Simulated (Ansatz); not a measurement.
Cost and result for the atomization energy of C2H6GaN (10 atoms, 8 bonds).

```
atom   x (Å)   y (Å)   z (Å)
  C1  -0.612   0.451   0.997
  N2  -0.299   0.584  -0.404
  C3  -0.426  -0.453  -1.135
 Ga4   2.138  -0.731  -0.774
  H5   0.183   0.899   1.594
  H6  -1.526   1.018   1.198
  H7  -0.771  -0.589   1.317
  H8  -0.765  -1.426  -0.754
  H9  -0.298  -0.365  -2.213
 H10   2.376   0.610   0.175
```

The species carries charge 0 and has multiplicity 1. Correlated methods include outer-core shells of Ga, which these sets cover unevenly. Scalar relativity is left out up to krypton. The bonds changed during the relaxation, so this is another structure than the one it started from. The geometry is a stationary point of PBE0-D4/def2-TZVP. Program: Ansatz. All runs use 4 threads of an Arm Neoverse V1 on a shared host. Times are those of one run each, without the atoms' runs, and a repeat can differ threefold. Electronic energies, without spin–orbit coupling; frozen cores. CCSD(T)/CBS adds CCSD(T) − MP2 in def2-TZVPP to the MP2 limit, and its time is that of the two runs behind it. T1 = 0.014; the RHF reference is unstable towards UHF. With those shells the extrapolation isn't a true limit. B3LYP takes the VWN-RPA correlation (the form of Gaussian; ORCA's B3LYP/G).

CCSD(T)/CBS is a level of theory with its own doubt, some kJ/mol a heavy atom from the limit and from the frozen cores, so smaller differences don't rank the functionals.

| level | functions | wall time |
| --- | --- | --- |
| PBE-D4/def2-TZVPP (with forces) | 225 | 2.3 s |
| PBE0-D4/def2-TZVPP | 225 | 2.5 s |
| B3LYP-D4/def2-TZVPP (with forces) | 225 | 3.8 s |
| r2SCAN-D4/def2-TZVPP (with forces) | 225 | 4.4 s |
| B2PLYP/def2-TZVPP | 225 | 4.9 s |
| ωB97X-V/def2-TZVPP | 225 | 7 s |
| ωB97M-V/def2-TZVPP (with forces) | 225 | 11 s |
| MP2/def2-QZVPP | 440 | 22 s |
| CCSD(T)/def2-TZVPP | 225 | 100 s |
| CCSD(T)/CBS(def2) | – | 2.1 min |

(1) What atomization energy does each give, and how far from CCSD(T)/CBS? (An estimate is asked.)

Answers

(1) Ansatz gave: 
| level | atomization (kcal/mol) | difference from CCSD(T)/CBS | per bond |
| --- | --- | --- | --- |
| PBE-D4/def2-TZVPP (with forces) | 825.4 | 21.9 | 2.7 |
| PBE0-D4/def2-TZVPP | 806.2 | 2.7 | 0.3 |
| B3LYP-D4/def2-TZVPP (with forces) | 809.2 | 5.7 | 0.7 |
| r2SCAN-D4/def2-TZVPP (with forces) | 803.3 | -0.2 | 0.0 |
| B2PLYP/def2-TZVPP | 796.0 | -7.5 | -0.9 |
| ωB97X-V/def2-TZVPP | 804.0 | 0.5 | 0.1 |
| ωB97M-V/def2-TZVPP (with forces) | 805.1 | 1.6 | 0.2 |
| MP2/def2-QZVPP | 800.4 | -3.1 | -0.4 |
| CCSD(T)/def2-TZVPP | 782.8 | -20.7 | -2.6 |
| CCSD(T)/CBS(def2) | 803.5 | 0.0 | 0.0 |

The D4 term adds +8.2 kcal/mol with B3LYP and +4.2 kcal/mol with PBE0; it sums over pairs of atoms, weighted by their polarisabilities, and B3LYP, whose exchange is more repulsive, gets the larger term. In def2-TZVPP, CCSD(T) changes the Hartree–Fock value by +221.2 kcal/mol (the triples alone add +13.4 kcal/mol) and MP2 by +226.6 kcal/mol; breaking electron pairs costs correlation energy, which Hartree–Fock lacks. From PBE to PBE0 (25 % exact exchange), in def2-TZVPP and without D4, the atomization energy moves by −18.4 kcal/mol: exact exchange takes away binding that semilocal exchange gives to molecules.
